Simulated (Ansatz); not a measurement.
Program: Ansatz. Geometries: PBE0-D4/def2-TZVP. ΔE: electronic, gas phase. CCSD(T)/CBS adds triple-zeta CCSD(T) − MP2 to the extrapolated MP2 energy (def2 sets, frozen cores). Functionals use def2-TZVPP. B3LYP here is the variant with VWN-RPA as its local correlation; programs differ in this.

`CC1([SiH3])C[SiH2]1` → `C1C[SiH2][SiH2]C1`  (isomerisation)

`CC1([SiH3])C[SiH2]1`:

Z-matrix (Å, degrees):
```
C
C 1 1.517
H 1 1.095 2 111.7
H 1 1.096 2 111.0 3 119.5
H 1 1.093 2 111.6 3 -120.1
Si 2 1.856 1 115.6 3 176.0
C 2 1.552 1 115.6 3 -44.4
Si 2 1.859 1 118.9 3 29.6
H 6 1.489 2 109.7 1 -178.5
H 6 1.489 2 110.6 1 -58.2
H 6 1.492 2 111.2 1 62.0
H 7 1.086 2 117.6 1 -136.3
H 7 1.087 2 115.0 1 -0.3
H 8 1.478 2 120.6 1 148.3
H 8 1.479 2 117.6 1 -1.3
```

`C1C[SiH2][SiH2]C1`:

Cartesian coordinates in Å:
```
C -0.422 -0.832 0.937
C 0.585 0.273 1.283
Si 0.451 1.649 -0.018
Si -0.329 0.188 -1.667
C -0.262 -1.316 -0.511
H -1.440 -0.451 1.080
H -0.314 -1.673 1.631
H 1.603 -0.132 1.247
H 0.430 0.649 2.297
H -0.543 2.683 0.385
H 1.749 2.329 -0.277
H 0.517 0.023 -2.881
H -1.724 0.472 -2.108
H 0.715 -1.796 -0.632
H -1.016 -2.065 -0.765
```

**Question.** Is it downhill or uphill in electronic energy at CCSD(T)/CBS, and by how much? (Best estimate.)

**Answer.** Computed: Downhill: ΔE = -119.4 kJ/mol.

**Question.** What do these levels give: PBE0-D4, B3LYP-D4, ωB97X-V, ωB97M-V, PBE0, B3LYP, HF/def2-TZVPP, CCSD(T)/def2-TZVPP, HF/def2-QZVPP, MP2/def2-QZVPP, MP2/CBS(def2), CCSD/CBS(def2)? (Best estimate.)

**Answer.** The calculation gave: PBE0-D4 -128.9, B3LYP-D4 -118.7, ωB97X-V -123.7, ωB97M-V -116.1, PBE0 -128.6, B3LYP -117.9, HF/def2-TZVPP -124.3, CCSD(T)/def2-TZVPP -119.1, HF/def2-QZVPP -122.9, MP2/def2-QZVPP -110.8, MP2/CBS(def2) -111.3, CCSD/CBS(def2) -121.6 kJ/mol.

Largest T1 diagnostic among the species: 0.011.

In def2-TZVPP, CCSD(T) changes the Hartree–Fock value by +5.1 kJ/mol (the triples alone add +2.2 kJ/mol) and MP2 by +13.2 kJ/mol. From PBE to PBE0 (25 % exact exchange), in def2-TZVPP and without D4, ΔE moves by −5.5 kJ/mol.
